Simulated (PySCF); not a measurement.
Isomers of C5H10OSSi2, mass 173.999 u with the commonest isotopes. Computed with PBE0/pcSseg-1 in PySCF (dipole) on a GFN2-xTB geometry, gas phase. One conformer each, none proved a minimum here; rigid rotors.

Question: Order these by rotational constant B, smallest first.
A. `[SiH3:1][O:2][SiH2:3][CH2:4][c:5]1[cH:6][cH:7][cH:8][s:9]1` with Si1–O2–Si3–C4 -23°, O2–Si3–C4–C5 46°, Si3–C4–C5–C6 76°
B. `[SiH3:1][O:2][CH2:3][SiH2:4][c:5]1[cH:6][cH:7][cH:8][s:9]1` with Si1–O2–C3–Si4 -70°, O2–C3–Si4–C5 -174°, C3–Si4–C5–C6 -5°
C. `[CH:1]#[C:2][SiH2:3][S:4][Si@@H:5]([CH3:6])[CH2:7][CH:8]=[O:9]` with C2–Si3–S4–Si5 155°, Si3–S4–Si5–C6 53°, S4–Si5–C7–C8 69°, Si5–C7–C8–O9 92°
D. `[CH:1]#[C:2][SiH2:3][C@@H:4]1[CH2:5][O:6][CH2:7][S:8][SiH2:9]1` with C2–Si3–C4–C5 -59°, Si3–C4–C5–O6 174°, C4–C5–O6–C7 78°, C5–O6–C7–S8 -78°, O6–C7–S8–Si9 55°

Answer: B (382.7 MHz), C (463.0 MHz), D (550.5 MHz), A (772.5 MHz).

Question: Order these by dipole moment, smallest first.
A. `[CH:1]#[C:2][SiH2:3][S:4][Si@@H:5]([CH3:6])[CH2:7][CH:8]=[O:9]` with C2–Si3–S4–Si5 155°, Si3–S4–Si5–C6 53°, S4–Si5–C7–C8 69°, Si5–C7–C8–O9 92°
B. `[CH:1]#[C:2][SiH2:3][C@@H:4]1[CH2:5][O:6][CH2:7][S:8][SiH2:9]1` with C2–Si3–C4–C5 -59°, Si3–C4–C5–O6 174°, C4–C5–O6–C7 78°, C5–O6–C7–S8 -78°, O6–C7–S8–Si9 55°
C. `[SiH3:1][O:2][CH2:3][SiH2:4][c:5]1[cH:6][cH:7][cH:8][s:9]1` with Si1–O2–C3–Si4 -70°, O2–C3–Si4–C5 -174°, C3–Si4–C5–C6 -5°
D. `[SiH3:1][O:2][SiH2:3][CH2:4][c:5]1[cH:6][cH:7][cH:8][s:9]1` with Si1–O2–Si3–C4 -23°, O2–Si3–C4–C5 46°, Si3–C4–C5–C6 76°

Answer: D (0.62 D), C (1.62 D), B (2.25 D), A (3.72 D).

Question: Order these by rotational constant A, smallest first.
A. `[CH:1]#[C:2][SiH2:3][S:4][Si@@H:5]([CH3:6])[CH2:7][CH:8]=[O:9]` with C2–Si3–S4–Si5 155°, Si3–S4–Si5–C6 53°, S4–Si5–C7–C8 69°, Si5–C7–C8–O9 92°
B. `[CH:1]#[C:2][SiH2:3][C@@H:4]1[CH2:5][O:6][CH2:7][S:8][SiH2:9]1` with C2–Si3–C4–C5 -59°, Si3–C4–C5–O6 174°, C4–C5–O6–C7 78°, C5–O6–C7–S8 -78°, O6–C7–S8–Si9 55°
C. `[SiH3:1][O:2][SiH2:3][CH2:4][c:5]1[cH:6][cH:7][cH:8][s:9]1` with Si1–O2–Si3–C4 -23°, O2–Si3–C4–C5 46°, Si3–C4–C5–C6 76°
D. `[SiH3:1][O:2][CH2:3][SiH2:4][c:5]1[cH:6][cH:7][cH:8][s:9]1` with Si1–O2–C3–Si4 -70°, O2–C3–Si4–C5 -174°, C3–Si4–C5–C6 -5°

Answer: C (1421 MHz), A (1758 MHz), B (2106 MHz), D (3365 MHz).

```
                     SMILES  point group  Ia (u·Å²)  Ib (u·Å²)  Ic (u·Å²)      κ  μa (D)  μb (D)  μc (D)
      [SiH3]O[SiH2]Cc1cccs1           C1     355.67     654.23     823.99  -0.61    0.45    0.36    0.24
C#C[SiH2][C@@H]1COCS[SiH2]1           C1     240.00     918.02    1103.63  -0.89    1.98    0.20    1.06
   C#C[SiH2]S[Si@@H](C)CC=O           C1     287.51    1091.60    1299.05  -0.89    2.21    2.81    1.03
      [SiH3]OC[SiH2]c1cccs1           C1     150.20    1320.49    1430.39  -0.98    1.15    0.87    0.73
```
